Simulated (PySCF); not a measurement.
**Radial density of Se- (selenium, charge -1)**

wB97X-V, [Ar] 3d10 4s2 4p5, 2P determinant. Computed with PySCF 2.14 in aug-cc-pVQZ-PP with one added diffuse shell each of s, p, d, f, g type with ECP10MDF (8s7p6d4f3g, 114 functions), with a scalar-relativistic core potential. This is the valence pseudo-density: the core potential removes the inner electrons and smooths the orbitals near the nucleus.

```json
{"r (bohr)": "0.000590", "4πr²ρ (e/bohr)": "3.019e-05", "4πr²(ρα − ρβ)": "0.0000"}
{"r (bohr)": "0.000992", "4πr²ρ (e/bohr)": "8.480e-05", "4πr²(ρα − ρβ)": "0.0000"}
{"r (bohr)": "0.00167", "4πr²ρ (e/bohr)": "0.0002352", "4πr²(ρα − ρβ)": "0.0000"}
{"r (bohr)": "0.00281", "4πr²ρ (e/bohr)": "0.0006343", "4πr²(ρα − ρβ)": "0.0000"}
{"r (bohr)": "0.00472", "4πr²ρ (e/bohr)": "0.001633", "4πr²(ρα − ρβ)": "0.0000"}
{"r (bohr)": "0.00794", "4πr²ρ (e/bohr)": "0.003989", "4πr²(ρα − ρβ)": "0.0000"}
{"r (bohr)": "0.0134", "4πr²ρ (e/bohr)": "0.008822", "4πr²(ρα − ρβ)": "0.0000"}
{"r (bohr)": "0.0225", "4πr²ρ (e/bohr)": "0.01709", "4πr²(ρα − ρβ)": "0.0000"}
{"r (bohr)": "0.0378", "4πr²ρ (e/bohr)": "0.03072", "4πr²(ρα − ρβ)": "0.0000"}
{"r (bohr)": "0.0636", "4πr²ρ (e/bohr)": "0.09930", "4πr²(ρα − ρβ)": "0.0000"}
{"r (bohr)": "0.107", "4πr²ρ (e/bohr)": "0.7422", "4πr²(ρα − ρβ)": "-0.0001"}
{"r (bohr)": "0.180", "4πr²ρ (e/bohr)": "4.779", "4πr²(ρα − ρβ)": "0.0022"}
{"r (bohr)": "0.303", "4πr²ρ (e/bohr)": "19.43", "4πr²(ρα − ρβ)": "0.0408"}
{"r (bohr)": "0.509", "4πr²ρ (e/bohr)": "32.30", "4πr²(ρα − ρβ)": "0.0592"}
{"r (bohr)": "0.856", "4πr²ρ (e/bohr)": "12.34", "4πr²(ρα − ρβ)": "0.0222"}
{"r (bohr)": "1.44", "4πr²ρ (e/bohr)": "4.078", "4πr²(ρα − ρβ)": "0.4103"}
{"r (bohr)": "2.42", "4πr²ρ (e/bohr)": "2.455", "4πr²(ρα − ρβ)": "0.3927"}
{"r (bohr)": "4.07", "4πr²ρ (e/bohr)": "0.5285", "4πr²(ρα − ρβ)": "0.0758"}
{"r (bohr)": "6.85", "4πr²ρ (e/bohr)": "0.04047", "4πr²(ρα − ρβ)": "0.0019"}
{"r (bohr)": "11.5", "4πr²ρ (e/bohr)": "0.0006918", "4πr²(ρα − ρβ)": "-0.0001"}
```

Energies and moments cover only the electrons outside the core potential.
